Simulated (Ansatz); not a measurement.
```csv
atom,x (Å),y (Å),z (Å)
C,1.3900,0.0000,0.0000
C,0.6950,1.2038,0.0000
C,-0.6950,1.2038,0.0000
C,-1.3900,0.0000,0.0000
C,-0.6950,-1.2038,0.0000
C,0.6950,-1.2038,0.0000
H,2.4800,0.0000,0.0000
H,1.2400,2.1477,0.0000
H,-1.2400,2.1477,0.0000
H,-2.4800,0.0000,0.0000
H,-1.2400,-2.1477,0.0000
H,1.2400,-2.1477,0.0000
```

Basis set: STO-3G (spherical functions). Left uncorrelated: 6 orbitals. Charge 0, multiplicity 1.

Computed with Ansatz (development build ahead of 0.2.0); each method stands on the lowest determinant of its kind that the runs found. Restricted open shells among the atoms or ions are ROHF, correlated in semicanonical orbitals with singles.

The atomization energy at this shape (free ground-state atoms in the same class of orbitals less the molecule, no zero-point energy) of singlet C₆H₆:

| method | atomization energy |
| --- | --- |
| RHF | 1193.00 kcal/mol |

(1) What does RHF-MP2 give?

Results:

(1) 1373.63 kcal/mol.

This basis has no polarisation functions and is too small for such energies, which can lie far from measured ones in either direction.
